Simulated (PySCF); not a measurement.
Question: Give a GFN2-xTB geometry of `FC(F)OC1OCCO1`.

Answer: 
```xyz
15
C4H6F2O3 angstrom
F      2.8775    0.9094   -0.9660
C      2.2293    0.0985   -0.1230
F      3.0494   -0.0725    0.9467
O      1.0697    0.6889    0.2360
C      0.1111   -0.1918    0.8440
O     -0.3007   -1.1463   -0.0616
C     -1.3837   -0.5718   -0.7943
C     -1.7753    0.6669    0.0378
O     -0.9712    0.5470    1.2075
H      2.1027   -0.8917   -0.6003
H      0.5661   -0.6701    1.7203
H     -2.1739   -1.3222   -0.8482
H     -1.0522   -0.3021   -1.8006
H     -1.5358    1.5969   -0.4858
H     -2.8174    0.6689    0.3562
```

Any rigid rotation of these coordinates is as good. Atoms count from 1 in this order. The C–F distances run from 1.337 Å (F1–C2, drawn single) to 1.359 Å (C2–F3, drawn single), a spread of 0.022 Å. The 5-membered ring C5–O6–C7–C8–O9 has internal angles of 103.4° to 108.3°; it is puckered, 0.13 Å rms from its mean plane, widest ring torsion 36°. The C–O distances run from 1.350 Å (C2–O4, drawn single) to 1.437 Å (O4–C5, drawn single), a spread of 0.087 Å. Of the pairs four or more bonds apart, O6···H10 is among the closest relative to their van der Waals radii: 2.48 Å, 91 % of the sum of Bondi's values.

Bonds between heavy atoms (Å): F1–C2 1.337, C2–F3 1.359, C2–O4 1.350, O4–C5 1.437, C5–O6 1.379, O6–C7 1.428, C7–C8 1.543, C8–O9 1.424, C5–O9 1.360.

Computed geometry: GFN2-xTB, gas phase.

Point group: C1 (no symmetry element, even within 0.4 Å). Not checked by GFN2-xTB frequencies. One conformer, not necessarily the lowest (F1–C2–O4–C5 164°, C2–O4–C5–O6 -65°, O4–C5–O6–C7 -86°, C5–O6–C7–C8 -14°, O6–C7–C8–O9 -6°, C7–C8–O9–C5 25°).
